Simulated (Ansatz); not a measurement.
n-SiSiSiSiSiH12 (Si₅H₁₂). The state is a singlet with charge 0. Geometry r2SCAN-D4/def2-SVP.

```xyz
17

Si    1.251    1.661    1.624
Si   -0.014   -0.289    1.945
Si   -1.816   -0.276    0.438
Si   -0.955    0.144   -1.707
Si    0.806   -1.351   -2.124
H     0.362    2.859    1.733
H     2.346    1.778    2.637
H     1.859    1.646    0.258
H    -0.496   -0.365    3.361
H     0.843   -1.488    1.676
H    -2.793    0.788    0.834
H    -2.521   -1.597    0.445
H    -0.437    1.548   -1.760
H    -2.016   -0.005   -2.753
H     1.923   -1.089   -1.164
H     0.330   -2.754   -1.923
H     1.327   -1.211   -3.518
```

Another isomer (singlet) lies 0.16 eV lower at PBE0-D4/def2-TZVP; other spin states weren't run for this one.

Estimate the orbital energies around the gap (eV) in Ansatz with LDA (SPW92)/def2-TZVP, PBE-D4/def2-SVP, PBE-D4/def2-TZVP, r2SCAN-D4/def2-TZVP, PBE0-D4/def2-TZVP.


| orbital | LDA (SPW92)/def2-TZVP | PBE-D4/def2-SVP | PBE-D4/def2-TZVP | r2SCAN-D4/def2-TZVP | PBE0-D4/def2-TZVP |
| --- | --- | --- | --- | --- | --- |
| HOMO−9 | -9.17 | -9.12 | -9.12 | -9.50 | -10.48 |
| HOMO−8 | -8.72 | -8.68 | -8.69 | -9.05 | -10.03 |
| HOMO−7 | -8.56 | -8.53 | -8.54 | -8.91 | -9.88 |
| HOMO−6 | -8.52 | -8.49 | -8.51 | -8.87 | -9.83 |
| HOMO−5 | -8.30 | -8.27 | -8.29 | -8.64 | -9.60 |
| HOMO−4 | -8.27 | -8.23 | -8.26 | -8.62 | -9.58 |
| HOMO−3 | -7.96 | -7.93 | -7.93 | -8.26 | -9.16 |
| HOMO−2 | -7.38 | -7.34 | -7.33 | -7.62 | -8.48 |
| HOMO−1 | -7.02 | -6.98 | -6.95 | -7.21 | -8.02 |
| HOMO | -6.93 | -6.88 | -6.84 | -7.08 | -7.86 |
| LUMO | -1.41 | -1.05 | -1.25 | -1.08 | -0.45 |
| LUMO+1 | -1.39 | -1.03 | -1.23 | -1.04 | -0.44 |
| LUMO+2 | -1.14 | -0.64 | -0.95 | -0.66 | -0.15 |
| LUMO+3 | -0.97 | -0.44 | -0.77 | -0.45 | 0.03 |
| LUMO+4 | -0.93 | -0.34 | -0.73 | -0.43 | 0.08 |
| LUMO+5 | -0.70 | -0.18 | -0.52 | -0.24 | 0.31 |
